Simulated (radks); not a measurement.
Results of a calculation; reference values are marked as such.
Problem. Radial electron density D(r) = 4 pi r^2 rho(r) of an atom or ion with 59 electrons. Level of theory: scalar-relativistic Kohn-Sham, BLYP, spin-polarised, spherical densities, point nucleus (a radial shooting solver on a logarithmic mesh with Libxc functionals).

```
   r/bohr * D(r) (the largest magnitude, 107, reaches the edge; | marks zero)
  0.00165 |   *
 0.001906 |    *
 0.002184 |     *
 0.002522 |       *
 0.002889 |        *
 0.003337 |          *
 0.003823 |             *
 0.004415 |               *
 0.005058 |                  *
 0.005842 |                      *
 0.006693 |                         *
 0.007729 |                             *
 0.008855 |                                *
  0.01023 |                                    *
  0.01172 |                                      *
  0.01353 |                                        *
   0.0155 |                                         *
  0.01776 |                                        *
  0.02051 |                                       *
   0.0235 |                                      *
  0.02714 |                                    *
  0.03109 |                                    *
  0.03591 |                                     *
  0.04114 |                                       *
  0.04751 |                                            *
  0.05444 |                                                 *
  0.06287 |                                                     *
  0.07203 |                                                      *
  0.08318 |                                                    *
   0.0953 |                                                *
   0.1101 |                                           *
   0.1261 |                                        *
   0.1456 |                                         *
   0.1668 |                                            *
   0.1927 |                                               *
   0.2208 |                                              *
   0.2549 |                                       *
   0.2921 |                              *
   0.3346 |                      *
   0.3865 |                  *
   0.4428 |                  *
   0.5113 |                     *
   0.5858 |                     *
   0.6766 |                  *
   0.7751 |              *
   0.8952 |         *
    1.026 |      *
    1.184 |     *
    1.357 |    *
    1.567 |   *
    1.795 |  *
    2.074 | *
    2.376 |*
    2.744 |*
    3.143 *
     3.63 *
    4.159 *
    4.803 *
    5.503 *
```

What is the nuclear charge?

Solution. Z = 61. The innermost maximum, from 1s, lies near gamma/Z bohr with gamma = sqrt(1 - (Z/c)^2) = 0.895, here 0.0147 bohr (found: 0.0161), and its height grows with Z. The density is that of the promethium ion Pm2+ in [Xe] 4f5; the configuration itself is not fixed sharply by these data, and Z only to a few units. D(r) has 4 maxima, at r = 0.0161, 0.0715, 0.201, 0.554 bohr, and minima at 0.0308, 0.132, 0.402 bohr, inside which lie 1.94, 11.19, 29.22 electrons.
